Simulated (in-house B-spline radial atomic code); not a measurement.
Checks on a self-consistent run for Tl III (Tl2+), [Kr] 4d10 4f14 5s1 5p6 5d10 6s2. Computed with a B-spline radial code for spherical atoms: Dirac-Hartree-Fock, average of configuration, Fermi nucleus of rms radius 5.4759 fm.

| orbital | q | ε (Eh) | <1/r> | <r²> | small-component weight |
| --- | --- | --- | --- | --- | --- |
| 1s1/2 | 2 | -3165.23470 | 99.3525 | 0.000368937 | 0.095158 |
| 2s1/2 | 2 | -569.86386 | 24.5325 | 0.00554476 | 0.021924 |
| 2p1/2 | 2 | -545.98113 | 24.4442 | 0.00392176 | 0.021971 |
| 2p3/2 | 4 | -469.94529 | 19.6777 | 0.00510172 | 0.019406 |
| 3s1/2 | 2 | -139.36736 | 9.01175 | 0.0358729 | 0.0073759 |
| 3p1/2 | 2 | -128.66644 | 8.91069 | 0.0327209 | 0.0073073 |
| 3p3/2 | 4 | -111.54163 | 7.67156 | 0.0390302 | 0.0065745 |
| 3d3/2 | 4 | -94.10112 | 7.5514 | 0.0299237 | 0.0064306 |
| 3d5/2 | 6 | -90.47722 | 7.27269 | 0.0316395 | 0.0062316 |
| 4s1/2 | 2 | -33.27939 | 3.79924 | 0.173258 | 0.0024924 |
| 4p1/2 | 2 | -28.64964 | 3.69251 | 0.176041 | 0.0024034 |
| 4p3/2 | 4 | -24.43021 | 3.28394 | 0.205978 | 0.0021465 |
| 4d3/2 | 4 | -16.85110 | 3.08148 | 0.215443 | 0.0019407 |
| 4d5/2 | 6 | -16.05323 | 2.98469 | 0.226098 | 0.0018681 |
| 4f5/2 | 6 | -6.19368 | 2.63307 | 0.254157 | 0.0014992 |
| 4f7/2 | 8 | -6.01725 | 2.59613 | 0.26089 | 0.0014695 |
| 5s1/2 | 1 | -6.58866 | 1.54172 | 0.888008 | 0.0006301 |
| 5p1/2 | 2 | -4.82466 | 1.4252 | 1.01253 | 0.00055157 |
| 5p3/2 | 4 | -4.04557 | 1.27724 | 1.20645 | 0.00047015 |
| 5d3/2 | 4 | -1.72121 | 1.01983 | 1.887 | 0.00031306 |
| 5d5/2 | 6 | -1.62631 | 0.980906 | 2.02314 | 0.00029182 |
| 6s1/2 | 2 | -1.08871 | 0.572369 | 5.79499 | 0.00011112 |

Electron-electron repulsion V_ee = 7403.6471 hartree.

(1) What total energy follows from the eigenvalues?

(2) Does the Dirac virial theorem hold?

(3) What diamagnetic shielding (Lamb formula) and susceptibility (Langevin formula) do the radii give?

Results:

(1) The eigenvalues count the repulsion twice, so E = Σqε - V_ee = -12865.286 - 7403.647 = -20268.933 hartree; the run printed -20268.933.

(2) For a point nucleus E = -2c²Σq·w, with w the small-component weight. Here Σq·w = 0.53945 and c = 137.0360, so the ratio E/(-2c²Σq·w) is 1.000417; the finite nucleus accounts for the departure from 1.

(3) σ = (α²/3)Σq<1/r> = 631.273/(3·137.036²) = 11205 ppm, and χ = -0.79199×10⁻⁶·Σq<r²> = -37.23×10⁻⁶ cm³/mol with Σq<r²> = 47.012 bohr². Both are non-relativistic formulas without the paramagnetism of open shells; for so heavy an element the full relativistic shielding is larger by tens of per cent.
